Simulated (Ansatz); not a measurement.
Zr(OH)4 (ZrO₄H₄). Total charge 0; singlet. Geometry PBE-D4/def2-SVP, basis def2-TZVP, Ansatz.

```csv
atom,x (Å),y (Å),z (Å)
Zr1,0.000,0.000,0.000
O2,1.399,-1.177,0.643
H3,2.098,-1.759,0.966
O4,-1.443,-1.058,-0.744
H5,-2.159,-1.585,-1.119
O6,0.718,1.169,-1.370
H7,1.070,1.750,-2.053
O8,-0.674,1.067,1.472
H9,-1.009,1.594,2.206
```

```tsv
run	HOMO (eV)	LUMO (eV)
A	-7.20	-0.55
B	-8.44	0.03
C	-10.88	0.94
D	-6.98	-0.73
E	-7.15	0.00
F	-10.95	1.50
```

In the def2 sets Zr takes a core potential; there is no spin–orbit coupling.

Question: The runs used B97M-V, LDA (SPW92), PBE0, r2SCAN, ωB97M-V, ωB97X-V. Estimate which is which.

Answer: A B97M-V (0 % exact exchange); B PBE0 (25 % exact exchange); C ωB97M-V (range-separated); D LDA (SPW92) (0 % exact exchange); E r2SCAN (0 % exact exchange); F ωB97X-V (range-separated). Exact exchange lowers occupied and raises empty levels; among semilocal functionals meta-GGAs tend to open the gap a little, and such runs are hard to tell apart. The gap grows from 6.25 eV (LDA (SPW92)) to 12.45 eV (ωB97X-V).
